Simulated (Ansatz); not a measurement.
Steps of a relaxation of ClGeH5O2Si (`[OH][GeH2][SiH](O)Cl`) with RKS PBE0-D4/def2-TZVP.

```sh
$ ansatz run in.yaml --threads 4 --pin off --events-out ev --progress --plain --max-ram 10444MiB
```

```yaml
crystal:
  periodic: [false, false, false]
  atoms:
    - {symbol: O, position_ang: [-0.996287, -1.237749, 1.767893]}
    - {symbol: Ge, position_ang: [0.315604, -1.137825, 0.529540]}
    - {symbol: Si, position_ang: [0.251087, 1.110977, -0.320548]}
    - {symbol: O, position_ang: [0.666261, 1.248781, -1.936644]}
    - {symbol: Cl, position_ang: [-1.777923, 1.609761, 0.002407]}
    - {symbol: H, position_ang: [-1.670154, -0.563123, 1.545995]}
    - {symbol: H, position_ang: [1.623741, -1.539848, 1.258006]}
    - {symbol: H, position_ang: [0.044245, -2.141170, -0.638409]}
    - {symbol: H, position_ang: [1.079462, 2.140396, 0.380381]}
    - {symbol: H, position_ang: [0.289163, 0.570399, -2.525220]}
basis:
  gaussian: {orbitals: def2-TZVP}
hamiltonian: {xc: pbe0, dispersion: d4}
relax: {f_tol: 0.005, max_steps: 150}
```

Positions (Å) and forces (eV/Å) along the path, 14 of 17 steps:

```xyz
10
step=1 energy=-81081.1136 eV
O    -0.996   -1.238    1.768   -0.114    0.575   -0.610
Ge    0.316   -1.138    0.530   -0.150   -0.162    0.241
Si    0.251    1.111   -0.321   -0.052    0.314   -0.699
O     0.666    1.249   -1.937   -0.564   -0.604    0.621
Cl   -1.778    1.610    0.002    0.562   -0.074   -0.134
H    -1.670   -0.563    1.546    0.471   -0.571    0.234
H     1.624   -1.540    1.258   -0.213    0.072   -0.118
H     0.044   -2.141   -0.638    0.015    0.165    0.222
H     1.079    2.140    0.380   -0.215   -0.219   -0.152
H     0.289    0.570   -2.525    0.260    0.506    0.396
10
step=2 energy=-81081.1647 eV
O    -0.982   -1.263    1.769   -0.064    0.339   -0.320
Ge    0.313   -1.119    0.533   -0.086   -0.128    0.188
Si    0.262    1.116   -0.324   -0.026    0.209   -0.503
O     0.672    1.231   -1.927   -0.263   -0.272    0.491
Cl   -1.733    1.650   -0.031    0.138   -0.024   -0.039
H    -1.691   -0.640    1.550    0.194   -0.257    0.153
H     1.612   -1.516    1.252   -0.008    0.010   -0.020
H     0.030   -2.120   -0.614    0.014    0.027   -0.003
H     1.079    2.143    0.364   -0.013   -0.085   -0.028
H     0.264    0.579   -2.510    0.115    0.181    0.081
10
step=4 energy=-81081.1796 eV
O    -0.960   -1.260    1.784    0.026    0.044   -0.063
Ge    0.307   -1.112    0.533   -0.028    0.002    0.046
Si    0.246    1.120   -0.332    0.072   -0.007    0.005
O     0.687    1.215   -1.909   -0.063   -0.050    0.058
Cl   -1.732    1.677   -0.074   -0.050    0.022   -0.003
H    -1.699   -0.680    1.578   -0.030   -0.019    0.037
H     1.612   -1.503    1.235    0.041   -0.006    0.007
H     0.021   -2.109   -0.613   -0.009   -0.030   -0.029
H     1.079    2.118    0.367    0.013    0.030    0.028
H     0.265    0.594   -2.505    0.028    0.014   -0.088
10
step=5 energy=-81081.1808 eV
O    -0.956   -1.258    1.791    0.017    0.040   -0.057
Ge    0.304   -1.113    0.534   -0.002   -0.012    0.028
Si    0.248    1.120   -0.334    0.025    0.018    0.023
O     0.689    1.217   -1.909   -0.053   -0.062    0.030
Cl   -1.731    1.682   -0.080   -0.019    0.007   -0.002
H    -1.707   -0.693    1.584   -0.011   -0.019    0.028
H     1.615   -1.501    1.232    0.012   -0.002   -0.001
H     0.017   -2.113   -0.611   -0.008   -0.005   -0.003
H     1.079    2.119    0.368    0.005    0.007    0.013
H     0.267    0.600   -2.511    0.034    0.028   -0.059
10
step=6 energy=-81081.1820 eV
O    -0.945   -1.252    1.805   -0.038    0.035   -0.015
Ge    0.300   -1.112    0.535    0.030   -0.019   -0.012
Si    0.248    1.120   -0.337   -0.019    0.025    0.049
O     0.697    1.216   -1.908   -0.032   -0.051   -0.021
Cl   -1.733    1.690   -0.096    0.017   -0.009   -0.003
H    -1.717   -0.716    1.598    0.038   -0.027    0.013
H     1.619   -1.497    1.224   -0.018    0.002   -0.009
H     0.004   -2.119   -0.605   -0.005    0.018    0.020
H     1.078    2.117    0.373   -0.008   -0.010   -0.007
H     0.275    0.613   -2.525    0.034    0.036   -0.014
10
step=7 energy=-81081.1823 eV
O    -0.940   -1.245    1.812   -0.043    0.036   -0.003
Ge    0.300   -1.121    0.536    0.026    0.007   -0.028
Si    0.244    1.111   -0.341    0.019    0.044    0.068
O     0.706    1.227   -1.907    0.000   -0.013    0.012
Cl   -1.740    1.672   -0.111    0.005   -0.010   -0.001
H    -1.705   -0.698    1.607    0.026   -0.029    0.016
H     1.620   -1.505    1.221   -0.006    0.002   -0.007
H    -0.007   -2.136   -0.592   -0.004    0.009    0.004
H     1.067    2.108    0.379   -0.021   -0.026   -0.001
H     0.281    0.647   -2.541   -0.003   -0.020   -0.059
10
step=8 energy=-81081.1828 eV
O    -0.932   -1.239    1.821   -0.040    0.020    0.013
Ge    0.298   -1.119    0.535    0.024    0.008   -0.029
Si    0.243    1.112   -0.341    0.008    0.009    0.040
O     0.713    1.224   -1.905   -0.010   -0.009   -0.007
Cl   -1.743    1.668   -0.120    0.012   -0.001   -0.005
H    -1.708   -0.707    1.616    0.032   -0.021    0.004
H     1.622   -1.505    1.211   -0.012   -0.002   -0.005
H    -0.021   -2.133   -0.591   -0.002    0.010    0.008
H     1.062    2.108    0.385   -0.021   -0.015   -0.012
H     0.291    0.651   -2.548    0.009    0.002   -0.006
10
step=9 energy=-81081.1831 eV
O    -0.921   -1.233    1.832   -0.028    0.008    0.015
Ge    0.297   -1.117    0.533    0.008   -0.008   -0.006
Si    0.242    1.113   -0.340   -0.012    0.020   -0.011
O     0.720    1.222   -1.902   -0.011   -0.017   -0.022
Cl   -1.746    1.668   -0.134    0.002   -0.012   -0.003
H    -1.706   -0.716    1.628    0.028   -0.012   -0.003
H     1.624   -1.514    1.198   -0.008    0.003   -0.005
H    -0.038   -2.127   -0.591   -0.003    0.008    0.003
H     1.047    2.115    0.391    0.005   -0.013   -0.009
H     0.306    0.650   -2.552    0.018    0.022    0.042
10
step=10 energy=-81081.1834 eV
O    -0.910   -1.227    1.845    0.004    0.000    0.002
Ge    0.294   -1.116    0.532    0.000   -0.001    0.008
Si    0.239    1.114   -0.339   -0.010   -0.017   -0.033
O     0.731    1.224   -1.897   -0.005   -0.002   -0.016
Cl   -1.756    1.650   -0.152    0.005    0.006    0.000
H    -1.698   -0.715    1.644    0.005   -0.002   -0.005
H     1.625   -1.521    1.181   -0.003   -0.002   -0.002
H    -0.061   -2.119   -0.592   -0.002   -0.001    0.001
H     1.036    2.117    0.397   -0.003    0.003   -0.002
H     0.325    0.654   -2.554    0.010    0.017    0.048
10
step=12 energy=-81081.1837 eV
O    -0.888   -1.216    1.868    0.021    0.007   -0.027
Ge    0.288   -1.116    0.526   -0.006   -0.014    0.021
Si    0.231    1.114   -0.343   -0.011   -0.004   -0.011
O     0.747    1.235   -1.892    0.008    0.006    0.002
Cl   -1.769    1.638   -0.181    0.002    0.000   -0.002
H    -1.685   -0.718    1.668   -0.009    0.000    0.007
H     1.629   -1.534    1.146    0.000    0.001    0.001
H    -0.101   -2.119   -0.587   -0.001    0.008    0.001
H     1.009    2.122    0.408    0.003    0.001    0.007
H     0.364    0.654   -2.551   -0.007   -0.005    0.001
10
step=13 energy=-81081.1837 eV
O    -0.881   -1.211    1.874    0.010    0.007   -0.025
Ge    0.288   -1.117    0.526   -0.016   -0.004    0.010
Si    0.228    1.113   -0.344    0.000    0.004    0.002
O     0.751    1.237   -1.890    0.007    0.002    0.000
Cl   -1.772    1.637   -0.192    0.005   -0.006   -0.001
H    -1.682   -0.719    1.675    0.002   -0.006    0.008
H     1.631   -1.537    1.140   -0.004    0.001   -0.003
H    -0.111   -2.116   -0.587    0.003    0.000    0.007
H     1.002    2.119    0.413    0.000    0.004    0.001
H     0.372    0.655   -2.552   -0.006   -0.003    0.000
10
step=14 energy=-81081.1838 eV
O    -0.881   -1.211    1.874    0.004    0.007   -0.018
Ge    0.287   -1.116    0.526   -0.009   -0.004    0.010
Si    0.229    1.114   -0.344    0.000   -0.002    0.000
O     0.752    1.236   -1.890    0.006    0.004   -0.001
Cl   -1.772    1.637   -0.192    0.002   -0.002   -0.001
H    -1.683   -0.720    1.674    0.003   -0.005    0.007
H     1.630   -1.537    1.140   -0.002    0.001   -0.001
H    -0.110   -2.117   -0.586    0.001    0.002    0.003
H     1.003    2.120    0.413    0.000    0.002    0.000
H     0.370    0.656   -2.551   -0.005   -0.002    0.001
10
step=15 energy=-81081.1838 eV
O    -0.879   -1.210    1.875   -0.004    0.006   -0.007
Ge    0.286   -1.116    0.526   -0.001   -0.002    0.005
Si    0.230    1.114   -0.344    0.000   -0.002    0.001
O     0.755    1.236   -1.890    0.004    0.002   -0.003
Cl   -1.772    1.635   -0.196   -0.002    0.001   -0.001
H    -1.683   -0.722    1.678    0.006   -0.005    0.004
H     1.630   -1.537    1.138    0.000    0.000    0.000
H    -0.113   -2.117   -0.585    0.000    0.001    0.000
H     1.001    2.121    0.414   -0.001   -0.002   -0.002
H     0.371    0.658   -2.552   -0.002    0.000    0.003
10
step=17 energy=-81081.1838 eV
O    -0.879   -1.210    1.875   -0.002    0.001    0.000
Ge    0.286   -1.116    0.526    0.000    0.000    0.001
Si    0.230    1.114   -0.344    0.002    0.000   -0.003
O     0.756    1.236   -1.890    0.000    0.000    0.002
Cl   -1.772    1.635   -0.197   -0.001    0.000    0.000
H    -1.683   -0.723    1.679    0.002   -0.001    0.001
H     1.630   -1.538    1.138    0.000    0.000    0.000
H    -0.114   -2.117   -0.585    0.000    0.000    0.000
H     1.001    2.121    0.414    0.000    0.000    0.000
H     0.370    0.659   -2.552    0.000    0.001    0.001
```

Run time 77 s (4 threads of an Arm Neoverse V2 on a shared host); peak host memory 0.71 GiB.
